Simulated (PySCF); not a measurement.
Excitations are Tamm–Dancoff values on a coarser integration grid. The basis has no diffuse functions, so Rydberg states are missing or too high.

Cartesian coordinates (Å):
```xyz
9

O     -1.5841    -0.7659     0.2792
Ge    -0.0001    -0.0001     0.0000
O      0.7841    -0.9596    -1.2798
O      0.8042     0.0440     1.5889
O     -0.0042     1.6814    -0.5883
H     -1.8855    -1.2076    -0.5336
H      1.4074    -0.4015    -1.7765
H      0.4800    -0.6864     2.1438
H     -0.0018     2.2956     0.1663
```
Charge 0, multiplicity 1.

Give the S1 oscillator strength, brightest of the four lowest singlets (TDA) and dipole moment at the level PBE-D3(BJ)/def2-TZVP (PySCF).


The S1 oscillator strength is 0.014 and the brightest of the four lowest singlets (TDA) comes out as 6.59 eV. The dipole moment is 0.00 D.
